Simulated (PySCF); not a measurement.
# `C[SiH2]P[SiH2]Cl`: 4 charge schemes on one density

CH8ClPSi2.
Z-matrix (Å and degrees, GFN2-xTB geometry), rows numbered from 1:
```
C 
Si  1  1.8983
P   2  2.2481  1  107.31
Si  3  2.2322  2  103.47  1    65.43
Cl  4  2.0213  3  115.00  2    41.56
H   1  1.0869  2  111.34  3   -71.03
H   1  1.0852  2  110.95  3   168.98
H   1  1.0868  2  111.00  3    48.99
H   2  1.4686  1  110.36  3   123.54
H   2  1.4671  1  111.75  3  -114.76
H   3  1.3800  2   95.14  1   162.65
H   4  1.4604  3  108.14  2   161.21
H   4  1.4608  3  107.87  2   -78.38
```

Density: PBE0/pcSseg-1 (PySCF); schemes: Mulliken, IAO, Hirshfeld and ESP-fitted. One conformer (not necessarily the lowest) at the GFN2-xTB geometry, without solvent, vibrations or thermal averaging.

Task: Which atoms carry the highest charge in the Mulliken, IAO, Hirshfeld and ESP-fitted schemes?

Result: The schemes don't all agree: Mulliken Si4 (+0.495); IAO Si4 (+0.612); Hirshfeld Si2 (+0.291); ESP-fitted Si2 (+0.576).

Task: At which atom do the 4 schemes differ most?

Result: At C1: from -0.710 (IAO) to -0.209 e (Hirshfeld), 0.501 e apart.

Task: For which atoms does the sign change between the 4 schemes (beyond +0.03 e in one, beyond −0.03 e in another)?

Result: For none.

Task: What partial charge does each atom carry?

Result: In e:

```
atom                  environment  Mulliken     IAO  Hirshfeld  ESP-fitted
  C1             Si-methyl carbon    -0.628  -0.710     -0.209      -0.528
 Si2                 SiH2 silicon    +0.450  +0.598     +0.291      +0.576
  P3  three-coordinate phosphorus    -0.391  -0.235     -0.075      -0.424
 Si4       chlorine-bound silicon    +0.495  +0.612     +0.284      +0.350
 Cl5       silicon-bound chlorine    -0.309  -0.315     -0.120      -0.201
  H6              methyl hydrogen    +0.155  +0.159     +0.043      +0.136
  H7              methyl hydrogen    +0.149  +0.163     +0.047      +0.131
  H8              methyl hydrogen    +0.149  +0.160     +0.044      +0.148
  H9                Si–H hydrogen    -0.034  -0.114     -0.081      -0.134
 H10                Si–H hydrogen    -0.048  -0.108     -0.076      -0.120
 H11                 P–H hydrogen    +0.088  +0.007     -0.006      +0.139
 H12                Si–H hydrogen    -0.039  -0.104     -0.069      -0.036
 H13                Si–H hydrogen    -0.038  -0.114     -0.072      -0.038
```

Mean size of the charges over all atoms: IAO 0.261 e, Mulliken 0.229 e, ESP-fitted 0.228 e, Hirshfeld 0.109 e. Each set sums to the total charge, 0, to within 0.001 e. The Hirshfeld scheme divides the density at each point in proportion to the densities of the neutral, spherically averaged free atoms.

Task: How many electrons does the Hirshfeld scheme count on Cl5?

Result: Z − q = 17 − (-0.120) = 17.120.

Task: Sum the charges by element, for elements with more than one atom.

Result: 
```csv
element,atoms,Mulliken,IAO,Hirshfeld,ESP-fitted
Si,2,+0.945,+1.209,+0.575,+0.926
H,8,+0.382,+0.051,-0.170,+0.227
```

Task: How closely do the schemes follow one another over all atoms?

Result: Correlation coefficient and root-mean-square difference: Mulliken with IAO 0.97, 0.085 e; IAO with Hirshfeld 0.97, 0.208 e; Mulliken with ESP-fitted 0.97, 0.078 e; IAO with ESP-fitted 0.94, 0.118 e; Mulliken with Hirshfeld 0.91, 0.181 e; Hirshfeld with ESP-fitted 0.91, 0.169 e.
